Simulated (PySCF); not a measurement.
**How methods differ on the ionisation energy of Sb⁺**

Sb⁺ [Kr] 4d10 5s2 5p2 (3P) → Sb²⁺ [Kr] 4d10 5s2 5p1 (2P), as a difference of total energies. All numbers are calculated (PySCF 2.14, scalar relativity by spin-free X2C-1e, in x2c-TZVPPall with one added diffuse shell each of s, p, d, f type (9s7p5d3f, 76 functions)). Correlated levels: valence: [Kr] 4d10 frozen; valence and next inner shell: [Ar] 3d10 frozen. The calculations carry no spin-orbit coupling.

```csv
method,ionisation energy (eV),plus first-order spin-orbit estimate,error of that sum (eV)
UHF,15.999,15.933,-0.693
LDA,16.664,16.598,-0.028
PBE,16.463,16.396,-0.230
PBE0,16.525,16.458,-0.168
r2SCAN,16.633,16.566,-0.060
wB97X-V,16.352,16.285,-0.341
TPSS,16.452,16.385,-0.241
CAM-B3LYP,16.547,16.481,-0.145
wB97X,16.301,16.235,-0.391
MP2 (valence),16.304,16.237,-0.389
SCS-MP2 (valence),16.241,16.174,-0.452
MP2 (valence and next inner shell),16.488,16.421,-0.205
SCS-MP2 (valence and next inner shell),16.363,16.297,-0.329
```

Reference: 16.626 ± 0.025 eV (measured; NIST Atomic Spectra Database, ionization energies).

A first-order spin-orbit estimate (lowest level to lowest level, LS coupling) adds -0.067 eV.

Errors of the correlated levels include the incompleteness of this basis and the frozen core.
